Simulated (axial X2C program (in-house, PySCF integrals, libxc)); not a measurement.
## Spectroscopic constants of SnGe

Computed with an in-house all-electron X2C program for linear molecules (integrals from PySCF). Spin-free means the one-electron spin-free X2C Hamiltonian. Basis: Sn dyall-cv3z [11s12p9d4f1g], Ge dyall-cv3z [9s9p7d4f1g] (cores contracted in-house); Gaussian nuclei, density fitting, unrestricted open shells. Masses: Sn 119.902 u, Ge 73.921 u.

State, spin-free: M_S = 1, Λ = 0 (beyond evenly filled blocks: π+α, π-α); electrons by block: σα: 18, σβ: 18, π+α: 9, π+β: 8, π-α: 9, π-β: 8, δ+α: 3, δ+β: 3, δ-α: 3, δ-β: 3. Fragments: Sn + Ge.

```json
{"Hamiltonian": "spin-free", "level": "PBE0", "Re (Å)": "2.566", "ωe (cm⁻¹)": "241.8", "ωexe (cm⁻¹)": "0.421", "Be (cm⁻¹)": "0.05598", "De (eV)": "2.62", "μ (D)": "-0.59"}
{"Hamiltonian": "spin-free", "level": "HF", "Re (Å)": "2.535", "ωe (cm⁻¹)": "266.5", "ωexe (cm⁻¹)": "0.371", "Be (cm⁻¹)": "0.05735", "De (eV)": "1.04", "μ (D)": "-0.72"}
{"Hamiltonian": "spin-free", "level": "CCSD", "Re (Å)": "2.582", "ωe (cm⁻¹)": "242.2", "ωexe (cm⁻¹)": "0.437", "Be (cm⁻¹)": "0.0553", "De (eV)": "2.20", "μ (D)": "n/a"}
{"Hamiltonian": "spin-free", "level": "CCSD(T)", "Re (Å)": "2.599", "ωe (cm⁻¹)": "233.3", "ωexe (cm⁻¹)": "0.466", "Be (cm⁻¹)": "0.05457", "De (eV)": "2.36", "μ (D)": "n/a"}
{"Hamiltonian": "spin-free", "level": "PBE50", "Re (Å)": "2.530", "ωe (cm⁻¹)": "258.6", "ωexe (cm⁻¹)": "0.409", "Be (cm⁻¹)": "0.05758", "De (eV)": "2.42", "μ (D)": "-0.63"}
```

Correlated methods: 8 electrons correlated (number of frozen shells: Sn 4 s, 3 p, 2 d; Ge 3 s, 2 p, 1 d), 296 virtual spin orbitals or spinors in MP2, 90 natural virtuals in coupled cluster.

Dipoles are positive if Ge is the positive end.

The state is one determinant whose occupation by symmetry is held fixed; it was picked as the lowest of a PBE0 search that is not exhaustive. De is counted from the lowest determinant-based energies of the atoms at the same level, without counterpoise correction. CCSD and (T) use frozen natural virtuals with an MP2 correction for the truncation; (T) itself is uncorrected, so its De runs slightly low. Other states lie close and PBE0, whose exact exchange favours high spin, may order them wrongly; the determinant shown need not be the ground state. The nearest other spin-free determinant of the search, M_S = 1, Λ = 1, lies 0.39 eV up at the distance of the search. With the outer-core shells frozen, correlated bond lengths of heavy atoms tend to come out a few hundredths of an ångström too long. Spin-free De lacks the spin–orbit lowering of the heavy p-block atom, a tenth of an eV or more for 4p and 5p, up to an eV for 6p and one to two eV for 7p atoms, less what an open-shell molecule gains itself.

No reliable constants came from CCSD (2c), CCSD(T) (2c), HF (2c), MP2 (2c), MP2 (spin-free), PBE0 (2c), PBE50 (2c): no minimum in range, unconverged points, a curve that is not smooth, a change of character along it, or the two Hamiltonians disagreeing along it.

The whole task took 3.5 min on 1 thread of Arm Neoverse V2, with other jobs on the host.
